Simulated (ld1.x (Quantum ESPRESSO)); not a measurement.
## Si: one change to a TM potential, before and after

Si, norm-conserving Troullier–Martins (Kleinman–Bylander form), made with ld1.x (Quantum ESPRESSO) 7.5 (PBEsol, non-relativistic). Core [Ne], reference 3s2 3p1 (charge +1). Waves: 3p (bound): rc 1.30 bohr; 3s (bound): rc 1.75 bohr. Local part: the s channel. Core correction: a·sin(br)/r model core, default radius (core density twice the valence density).

All-electron outer shells of the reference configuration (PBEsol, non-relativistic, ld1.x):

```
shell  level (eV)  outermost node (bohr)  outermost maximum (bohr)
   3s      -18.94                   0.72                      1.75
   3p      -11.64                   0.71                      2.04
```

Change: functional LDA (PZ).

Cutoffs: the cutoffs (Ry, on a coarse ladder) from which the occupation-weighted sum of valence levels, in a spherical-Bessel basis at the reference potential, stays within 10 and 1 mRy of its value at 400 Ry; they do not see the model core or the augmentation charge, which bear on the density cutoff. Errors are all-electron minus pseudo energies relative to the spin-unpolarised reference configuration.

Question: Predict the effect on cutoff, ghosts and configuration errors.

Answer: The potential gets neither clearly harder nor softer (55 Ry and 80 Ry → 60 Ry and 80 Ry); the number of tests with a reliable result goes from 7 to 9; the errors of the 7 common tests hardly move; neither file shows a bound ghost.

```csv
quantity,base,changed
"cutoff, loose",55 Ry,60 Ry
"cutoff, tight",80 Ry,80 Ry
loose cutoff by channel (10 mRy a level),"p 55 Ry, s 12 Ry","p 60 Ry, s 12 Ry"
bound ghosts,none,none
"error for 3s2 3p2, meV [ΔE -7.72 → -7.84 eV]",+3.6,+3.6
"error for 3s2 3p0, meV [ΔE 15.98 → 16.13 eV]",+4.9,+4.5
"error for 3s1 3p0, meV [ΔE 49.80 → 50.20 eV]",+25,+25
"error for 3s0 3p4, meV [ΔE 5.90 → 5.82 eV]",+6.7,+7.5
"error for 3s1 3p3, meV [ΔE -0.99 → -1.09 eV]",+3.0,+3.1
"error for 3s2 3p1.5, meV [ΔE -4.81 → -4.87 eV]",+1.1,+1.1
"error for 3s2 3p2.3, meV [ΔE -8.65 → -8.80 eV]",+5.2,+5.1
s: phases at 1.90 bohr within 0.05 rad from the reference energy up to (Ry; the scan ends near 5),3.7,3.6
p: phases at 1.90 bohr within 0.05 rad from the reference energy up to (Ry; the scan ends near 5),1.6,1.7
```
